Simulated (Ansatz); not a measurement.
The cluster Cs₄Cl₄. Total charge 0; singlet. Geometry PBE0-D4/def2-SVP.

```xyz
8

Cs    0.6696   -1.7815    1.6565
Cs   -0.7207   -1.5576   -4.6049
Cs   -1.9167    1.2182   -1.0190
Cs    1.8879    2.0797    4.0094
Cl   -0.5778   -1.8400   -1.4034
Cl   -0.4694    1.3761    1.9466
Cl   -1.8739    1.3128   -4.2470
Cl    3.0010   -0.8077    3.6619
```

In the def2 sets Cs takes a core potential; there is no spin–orbit coupling. LC-ωPBE has ω = 0.4 bohr⁻¹. Another isomer (singlet) lies 0.82 eV lower at PBE0-D4/def2-TZVP; other spin states weren't run for this one.

(1) Estimate the orbital energies around the gap (eV) in Ansatz with PBE-D4/def2-TZVP, r2SCAN-D4/def2-TZVP, B97M-V/def2-TZVP, PBE0-D4/def2-TZVP, LC-ωPBE/def2-TZVP.

Results:

(1) 
```json
{"orbital": "HOMO−5", "PBE-D4/def2-TZVP": "-5.23", "r2SCAN-D4/def2-TZVP": "-5.46", "B97M-V/def2-TZVP": "-5.50", "PBE0-D4/def2-TZVP": "-6.50", "LC-ωPBE/def2-TZVP": "-9.20"}
{"orbital": "HOMO−4", "PBE-D4/def2-TZVP": "-5.21", "r2SCAN-D4/def2-TZVP": "-5.45", "B97M-V/def2-TZVP": "-5.48", "PBE0-D4/def2-TZVP": "-6.48", "LC-ωPBE/def2-TZVP": "-9.18"}
{"orbital": "HOMO−3", "PBE-D4/def2-TZVP": "-5.13", "r2SCAN-D4/def2-TZVP": "-5.38", "B97M-V/def2-TZVP": "-5.41", "PBE0-D4/def2-TZVP": "-6.41", "LC-ωPBE/def2-TZVP": "-9.14"}
{"orbital": "HOMO−2", "PBE-D4/def2-TZVP": "-5.11", "r2SCAN-D4/def2-TZVP": "-5.37", "B97M-V/def2-TZVP": "-5.40", "PBE0-D4/def2-TZVP": "-6.39", "LC-ωPBE/def2-TZVP": "-9.13"}
{"orbital": "HOMO−1", "PBE-D4/def2-TZVP": "-5.10", "r2SCAN-D4/def2-TZVP": "-5.37", "B97M-V/def2-TZVP": "-5.40", "PBE0-D4/def2-TZVP": "-6.39", "LC-ωPBE/def2-TZVP": "-9.11"}
{"orbital": "HOMO", "PBE-D4/def2-TZVP": "-5.10", "r2SCAN-D4/def2-TZVP": "-5.35", "B97M-V/def2-TZVP": "-5.38", "PBE0-D4/def2-TZVP": "-6.38", "LC-ωPBE/def2-TZVP": "-9.09"}
{"orbital": "LUMO", "PBE-D4/def2-TZVP": "-1.13", "r2SCAN-D4/def2-TZVP": "-0.52", "B97M-V/def2-TZVP": "-1.00", "PBE0-D4/def2-TZVP": "-0.67", "LC-ωPBE/def2-TZVP": "0.17"}
{"orbital": "LUMO+1", "PBE-D4/def2-TZVP": "-1.02", "r2SCAN-D4/def2-TZVP": "-0.40", "B97M-V/def2-TZVP": "-0.88", "PBE0-D4/def2-TZVP": "-0.58", "LC-ωPBE/def2-TZVP": "0.18"}
{"orbital": "LUMO+2", "PBE-D4/def2-TZVP": "-0.55", "r2SCAN-D4/def2-TZVP": "-0.01", "B97M-V/def2-TZVP": "-0.45", "PBE0-D4/def2-TZVP": "-0.13", "LC-ωPBE/def2-TZVP": "0.55"}
{"orbital": "LUMO+3", "PBE-D4/def2-TZVP": "-0.32", "r2SCAN-D4/def2-TZVP": "0.17", "B97M-V/def2-TZVP": "-0.24", "PBE0-D4/def2-TZVP": "0.06", "LC-ωPBE/def2-TZVP": "0.64"}
{"orbital": "LUMO+4", "PBE-D4/def2-TZVP": "-0.05", "r2SCAN-D4/def2-TZVP": "0.38", "B97M-V/def2-TZVP": "-0.04", "PBE0-D4/def2-TZVP": "0.25", "LC-ωPBE/def2-TZVP": "0.81"}
{"orbital": "LUMO+5", "PBE-D4/def2-TZVP": "0.03", "r2SCAN-D4/def2-TZVP": "0.44", "B97M-V/def2-TZVP": "0.07", "PBE0-D4/def2-TZVP": "0.32", "LC-ωPBE/def2-TZVP": "0.83"}
```
